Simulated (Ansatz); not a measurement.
Consider the formal exchange of groups at a Ge–Br bond: `[OH][GeH2][Br]` + disilane → `[OH][GeH2][SiH2][SiH3]` + HBr.

Calculated with Ansatz (gas phase, PBE0-D4/def2-TZVP geometries, no zero-point term in ΔE). CCSD(T)/CBS is the MP2 limit (def2-TZVPP, def2-QZVPP) plus CCSD(T) − MP2 in def2-TZVPP, frozen cores. Functionals use def2-TZVPP. For Br, Ge outer-core shells are correlated without core-valence functions, which leaves a few kJ/mol of doubt a bond. Scalar relativity is left out up to krypton. Each species was taken in one conformer, which may not be the lowest.

`[OH][GeH2][Br]`:

```xyz
6

O    -1.251    0.671    0.113
Ge    0.403    0.108   -0.147
Br    0.379   -2.175   -0.503
H    -1.679    0.251    0.864
H     1.274    0.340    1.095
H     0.874    0.804   -1.421
```

`[SiH3][SiH3]`:

Z-matrix (Å, degrees):
```
Si
Si 1 2.338
H 1 1.488 2 110.3
H 1 1.488 2 110.3 3 120.0
H 1 1.488 2 110.3 3 -120.0
H 2 1.488 1 110.3 3 59.9
H 2 1.488 1 110.3 3 179.9
H 2 1.488 1 110.3 3 -60.1
```

`[OH][GeH2][SiH2][SiH3]`:

Z-matrix (Å, degrees):
```
Ge
Si 1 2.391
O 1 1.791 2 109.1
H 1 1.546 2 110.9 3 -120.4
H 1 1.536 2 113.9 3 115.1
Si 2 2.337 1 108.5 3 54.9
H 2 1.488 1 109.5 3 -65.3
H 2 1.490 1 109.9 3 175.3
H 3 0.960 1 112.6 2 -61.1
H 6 1.488 2 109.5 1 64.8
H 6 1.487 2 112.2 1 -174.0
H 6 1.489 2 109.3 1 -53.5
```

HBr:

Z-matrix (Å, degrees):
```
Br
H 1 1.420
```

**Question.** Is it downhill or uphill in electronic energy at CCSD(T)/CBS, and by how much? (Best estimate.)

**Answer.** Computed: Uphill: ΔE = +17.4 kcal/mol.

**Question.** What do these levels give: revPBE-D4, B97M-V, PBE, HF/def2-TZVPP, SCS-MP2/def2-TZVPP, CCSD/def2-TZVPP? (Best estimate.)

**Answer.** Computed: revPBE-D4 15.5, B97M-V 17.6, PBE 16.2, HF/def2-TZVPP 24.3, SCS-MP2/def2-TZVPP 19.7, CCSD/def2-TZVPP 18.3 kcal/mol.

Largest T1 diagnostic among the species: 0.013.

From BLYP to BHLYP (50 % exact exchange), in def2-TZVPP and without D4, ΔE moves by +2.4 kcal/mol. The D4 term adds −1.4 kcal/mol with B3LYP and −0.9 kcal/mol with PBE0; it sums over pairs of atoms, weighted by their polarisabilities, and B3LYP, whose exchange is more repulsive, gets the larger term. Leaving LDA and LC-ωPBE aside and taking each functional with its dispersion term where it has one, the values, not all of them listed here, spread over 4.2 kcal/mol, from PBE-D4 to BHLYP-D4. LDA lies −1.4 kcal/mol from PBE without D4.

B3LYP here is the variant with VWN-RPA as its local correlation; programs differ in this.
